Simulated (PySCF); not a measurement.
# How the method changes the shape and vibrations of BClH2NO anion

Calculated results; nothing here was measured. They come from PySCF 2.14.0, an open-source quantum chemistry program, on an isolated molecule that a program drew, which may never have been made. The molecule is BClH2NO anion (charge -1, singlet), drawn as the SMILES string `NB([O-])Cl`.

The geometry was optimised and harmonic frequencies were computed with HF and MP2, all in the aug-cc-pV(D+d)Z basis, for the commonest isotopes, with a restricted reference for singlets and an unrestricted one otherwise, and a frozen core in MP2. Each result is a local minimum of its method.

Geometry at the HF minimum:
```xyz
6
BClH2NO anion, angstrom
N    -0.0131    2.6721    1.4911
B     0.1132    1.3381    2.0414
O     0.8936    0.7958    2.8500
Cl   -1.4210    0.2758    1.2200
H    -0.5378    2.8177    0.6584
H     0.7950    3.2527    1.5655
```

Lengths of the bonds as drawn, in Å (atoms numbered as above):
| bond | HF | MP2 |
|---|---|---|
| N1-B2 | 1.449 | 1.474 |
| B2-O3 | 1.248 | 1.284 |
| B2-Cl4 | 2.039 | 1.987 |
| N1-H5 | 0.995 | 1.013 |
| N1-H6 | 0.998 | 1.015 |

Rotational constants, in GHz:
| constant | HF | MP2 |
|---|---|---|
| A | 9.629 | 9.367 |
| B | 4.313 | 4.395 |
| C | 2.983 | 2.998 |

Harmonic frequencies in cm^-1, each column in rising order, so a row needn't be the same motion in every method:
```
rank    HF   MP2
   1   273   295
   2   325   334
   3   380   401
   4   435   416
   5   485   474
   6   650   593
   7   986     ?
   8  1089  1024
   9  1690  1552
  10  1785  1623
  11  3798  3576
  12  3918  3704
```

**Estimate the missing MP2 frequency from the HF column.**

A single factor s that minimises the squared misfit of MP2 against s times HF over the other rows is sum(HF x MP2) / sum(HF^2) = 0.9395, with an rms misfit of 30 cm^-1. For rank 7 it gives 0.9395 x 986 = 926 cm^-1. The calculation gives 918 cm^-1, 8 cm^-1 below the estimate. The drawn bonds are on average 1.1 % longer in MP2 than in HF.
